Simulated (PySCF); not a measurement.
**Calculated NMR parameters of O=C(F)/C(=C/F)C(F)(F)F**

```yaml
Formula: C4HF5O
SMILES: O=C(F)/C(=C/F)C(F)(F)F
Point_group_of_the_computed_structure: C1
Degrees_of_unsaturation: 2
Carbon_signals: 4
Proton_signals: 1
```

Structure with atom numbers: `[O:1]=[C:2]([F:3])/[C:4](=[CH:5]/[F:6])[C:7]([F:8])([F:9])[F:10]` (H(Xn): hydrogen on atom n).

Computed data (PySCF): coordinates at the GFN2-xTB level, J couplings at B3LYP/pcJ-1 (spin–dipole term only in couplings to heteroatoms), GIAO PBE0/pcSseg-1 shieldings. No solvent, one conformer, fast rotation and ring inversion assumed for equivalent nuclei, no relativistic terms.

Shifts are taken against calculated references (same method and geometry level): TMS for 1H and 13C; 19F vs CFCl3; H2O for 17O.

```tsv
carbon	δC, type	δH (multiplicity, J in Hz)	HMBC from (abs. J ≥ 3 Hz)	span of the C tensor (ppm)
C2	157.8, C	–	H(C5)	208
C4	114.7, C	–	H(C5)	143
C5	177.8, CH	8.10 (ddq, 77.9, 2.2, 1.3)	–	169
C7	129.5, C	–	H(C5)	16
```

Other nuclei:
| atoms | nucleus | environment | δ (ppm) | σ (ppm) |
| --- | --- | --- | --- | --- |
| F3 | 19F | fluorine bonded to C | 19.3 | 151.6 |
| F8/F9/F10 | 19F | fluorine of a CF3 group | -76.5 | 247.5 |
| F6 | 19F | vinylic fluorine | -79.0 | 249.9 |
| O1 | 17O | carbonyl oxygen | 455.8 | -119.7 |

Selected couplings (Hz, signed; the shortest-range and largest first, 30 at most; isotopes 13C, 19F, 1H): 1J(C2,F3) -400.6, 1J(C5,F6) -387.0, 1J(C7,F8) -345.1, 1J(C5,H(C5)) 214.5, 2J(F6,H(C5)) 77.9, 2J(F3,C4) 58.0, 2J(C4,F8) 33.7, 2J(C4,F6) -2.6, 3J(C2,F6) 13.6, 3J(F3,C7) 6.4, 3J(F3,C5) -3.2, 3J(F6,C7) -1.3, 3J(C2,F8) 1.2, 4J(F6,F8) 29.0, 4J(F3,F6) -10.5, 4J(F3,F8) 8.7, 4J(F3,H(C5)) 2.2, 4J(F8,H(C5)) 1.3.

- Carbon types of the structure: 3 × C, 1 × CH, which accounts for all hydrogens.
- δC 177.8: β carbon of a C=C–C=O unit; conjugation with the carbonyl draws π density from the β position.
- δC 157.8: carbonyl carbon.
- δC 129.5: CF3 carbon; 3 electronegative neighbours deshield it.
- δC 114.7: α carbon of a C=C–C=O unit; the olefinic region.
- δH 8.10: hydrogen on a β carbon of a C=C–C=O unit.

Common functionals overestimate the size of one-bond C–F couplings by tens of Hz; these are unscaled. Multiplet labels drop couplings under 1 Hz and merge nearly equal ones. Shifts are as computed. Against solution values, carbons near 30 ppm lie about +3 ppm off and those near 130 ppm about +5 ppm. Of 1211 compounds with measured shifts, 218 miss one by over three times the rms of a fit or turn the order of signals round; such compounds aren't used in these exercises. Unscaled 19F shifts against computed CFCl3 carry errors that often reach 10 to 50 ppm. Unscaled 17O shifts of doubly bonded oxygen tend to come out too high, by tens of ppm or more. Experimental scales use liquid or dissolved standards, which lie at an offset from isolated H2O (liquid H2O: subtract about 36 ppm).
